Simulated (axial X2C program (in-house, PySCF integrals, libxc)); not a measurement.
SiI⁻: cheaper levels and CCSD(T), 2c

Calculated with an in-house all-electron X2C program for linear molecules (integrals from PySCF). Two-component (2c) means X2C with spin–orbit coupling and atomic mean-field two-electron Coulomb and Gaunt terms. Basis: I dyall-acv3z [12s13p9d5f1g], Si dyall-av3z [9s8p3d2f] (cores contracted in-house); Gaussian nuclei, density fitting, unrestricted open shells. Masses: I 126.904 u, Si 27.977 u.

State: Ω = 1 (⟨Sz⟩ = 1.00, ⟨Lz⟩ = 0.00 at HF); fragments I- + Si.

| level | Re (Å) | ωe (cm⁻¹) | De (eV) |
| --- | --- | --- | --- |
| PBE0 | 2.652 | 246.5 | 1.70 |
| HF | 2.767 | 199.5 | 0.976 |
| MP2 | 2.673 | 239.6 | 1.51 |
| CCSD | 2.693 | 230.8 | 1.43 |
| r2SCAN0 | 2.647 | 247.4 | 1.68 |

Correlated methods: 12 electrons correlated (number of frozen shells: I 4 s, 3 p, 2 d; Si 2 s, 1 p), 280 virtual spin orbitals or spinors in MP2, 90 natural virtuals in coupled cluster.

CCSD(T), same Hamiltonian and basis:

Re = 2.689 Å, ωe = 234.2 cm⁻¹, De = 1.49 eV; T1 = 0.018 (Lee–Taylor normalisation).

(1) Give the differences from CCSD(T) in the columns below.

The state is a single determinant with fixed occupations, the lowest that a limited PBE0 search found. Dissociation energies refer to the lowest single-determinant-based atoms at the same level and basis. Density functionals use the spin component along the axis (collinear). CCSD and (T) use frozen natural virtuals with an MP2 correction for the truncation; (T) itself is uncorrected, so its De runs slightly low. In 2c an atomic determinant is not the ground J level, so De misses part of the atomic spin–orbit lowering. This holds for PBE0, MP2, CCSD, r2SCAN0, CCSD(T). Other states lie close and PBE0, whose exact exchange favours high spin, may order them wrongly; the determinant shown need not be the ground state. The nearest other 2c determinant of the search, Ω = 0, lies 0.70 eV up at the distance of the search. The functionals have no current-density term, which raises determinants with orbital currents, atoms included. With several unpaired electrons one determinant need not be a pure state. Open-shell Ω = 0 determinants with evenly filled partner blocks cannot be reached by this program, so the Ω shown need not be the lowest component. This is the Ω = 1 component of a π² triplet; the 0⁺ component is not one determinant and can lie lowest. The highest occupied level of some functionals is positive through self-interaction error; at Hartree–Fock it is bound. Hartree–Fock gets electron affinities wrong, so its lowest charge split need not be the true one.

## Answers

(1) 

| level | ΔRe (Å) | Δωe (cm⁻¹) | ΔDe (eV) |
| --- | --- | --- | --- |
| PBE0 | -0.037 | 12.3 | 0.21 |
| HF | 0.078 | -34.7 | -0.51 |
| MP2 | -0.016 | 5.4 | 0.02 |
| CCSD | 0.004 | -3.4 | -0.06 |
| r2SCAN0 | -0.042 | 13.2 | 0.19 |
